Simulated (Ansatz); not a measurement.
HAu2⁺, relaxed as a singlet with RKS PBE-D4/def2-TZVP in Ansatz, starting from the GFN2-xTB geometry. Force threshold 0.02 eV/Å.

In the def2 sets Au takes a core potential; there is no spin–orbit coupling. The structure comes from a short search, and lower isomers may exist.

Start:

```xyz
3

Au    0.2644   -1.0364   -0.2392
Au   -0.9438    0.8465    1.0847
H     0.6794    0.1899   -0.8456
```

```
        step  energy (eV)  largest force component (eV/Å)  SCF passes
           1   -7397.3198                           2.737          27
           2   -7397.4867                           0.636          35
           3   -7397.6127                           0.507          34
           4   -7397.7956                           0.421          34
5 (rejected)   -7397.7905                           0.797          34
           6   -7397.8292                           0.052          35
           7   -7397.8295                           0.001          30
```

Force components are those of the run's own axes.

End:

```xyz
3

Au    0.323   -1.287   -0.290
Au   -0.691    0.877    0.773
H     0.368    0.410   -0.483
```

Bonds formed: Au2–H3 (atoms count from 1). The end is the same structure that another start reached, the lowest one found.

No frequencies were taken in this run, so the end may be a saddle point.

Hardware: 4 threads of Arm Neoverse V1 on a shared host. Wall time 6 s.
